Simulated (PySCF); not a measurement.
Several molecules and their computed UV-vis stick spectra, shuffled. Method used: PySCF, TDDFT wB97X-D/def2-SVPD, vertical, gas phase, core orbitals frozen in the response. Geometries: GFN2-xTB; one conformer of each isolated species. Triplets are in the Tamm–Dancoff approximation. Ions are computed without counter-ions or solvent.

A. `CC[Si@H](P)[Si](F)(F)F`
B. `c1(F)ncpcc1`
C. `O=P1(C2CC2)C=C1`
D. `C(C)[NH2+]C`
E. `C[C@@H]([SiH3])[SiH2]P`

Lowest singlet levels (six at most, fewer where fewer were computed) with oscillator strengths:

1. 277 nm (f 0.004); 270 nm (f 0.002); 257 nm (f 0.063); 235 nm (f 0.149); 214 nm (f 0.007); 208 nm (f 0.006); T1 3.31 eV
2. 127 nm (f 0.006); 120 nm (f 0.005); 119 nm (f 0.038); 112 nm (f 0.025); 111 nm (f 0.080); 110 nm (f 0.021); T1 9.69 eV
3. 243 nm (f 0.005); 194 nm (f 0.000); 187 nm (f 0.003); 174 nm (f 0.041); 164 nm (f 0.023); 160 nm (f 0.154); T1 4.59 eV
4. 192 nm (f 0.264); 188 nm (f 0.034); 181 nm (f 0.041); 171 nm (f 0.018); 171 nm (f 0.039); 163 nm (f 0.052); T1 5.34 eV
5. 192 nm (f 0.013); 179 nm (f 0.020); 174 nm (f 0.253); 165 nm (f 0.035); 162 nm (f 0.021); 160 nm (f 0.045); T1 5.81 eV

Question: Which spectrum belongs to which structure?

Answer: 1 = B, 2 = D, 3 = C, 4 = A, 5 = E.
- A: S1 at 6.46 eV, HOMO→LUMO (81%), HOMO→LUMO+3 (10%); Löwdin shares by element: HOMO phosphorus 60%, silicon 14% or more, hydrogen 12% or more; LUMO silicon 48%, phosphorus 25%, fluorine 8% or more (atoms not listed hold the other 20%); HOMO -9.73 and LUMO 0.75 eV.
- B: S1 at 4.48 eV, HOMO-1→LUMO (86%), HOMO-1→LUMO+1 (12%); Löwdin shares by element: HOMO carbon 43% or more, phosphorus 31% (atoms not listed hold the other 26%); LUMO carbon 48% or more, phosphorus 33% (atoms not listed hold the other 20%); HOMO -9.28 and LUMO -0.25 eV; point group Cs.
- C: S1 at 5.09 eV, HOMO→LUMO (96%); Löwdin shares by element: HOMO carbon 35% or more, oxygen 34%, phosphorus 18%; LUMO carbon 76% or more, hydrogen 12% or more; HOMO -9.15 and LUMO 1.09 eV; point group Cs, 1 of its 6 listed states under f = 0.0005.
- D: S1 at 9.77 eV, HOMO→LUMO (93%); Löwdin shares by element: HOMO carbon 53% or more, hydrogen 27% or more (atoms not listed hold the other 20%); LUMO hydrogen 34% or more, nitrogen 16%, carbon 13% or more (atoms not listed hold the other 37%); HOMO -17.03 and LUMO -2.79 eV; point group Cs.
- E: S1 at 6.47 eV, HOMO→LUMO+1 (72%), HOMO→LUMO+2 (12%); Löwdin shares by element: HOMO phosphorus 63%, silicon 14% or more, hydrogen 13% or more; LUMO silicon 36%, phosphorus 13%, hydrogen 7% or more (atoms not listed hold the other 44%); HOMO -9.20 and LUMO 1.78 eV.
A and E have S1 within 0.01 eV of each other; their strongest listed levels stand at 6.46 eV (f 0.264) and 7.11 eV (f 0.253).
